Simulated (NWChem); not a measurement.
Molecule: PbH2, singlet; SMILES [PbH2]

All runs: NWChem. Low-valent species are run as closed-shell singlets; no triplet was tried in these runs. All runs use the structure optimised with PBE0/def2-SVP. def2 effective core potentials on Pb; no spin-orbit coupling. Level: PBE0/def2-SVPD; rows give the wavelength of the field.

For field static:

- isotropic polarisability (bohr³): 50.7

Q: How do the values read with field 1065 nm instead?

A: isotropic polarisability (bohr³): 51.9
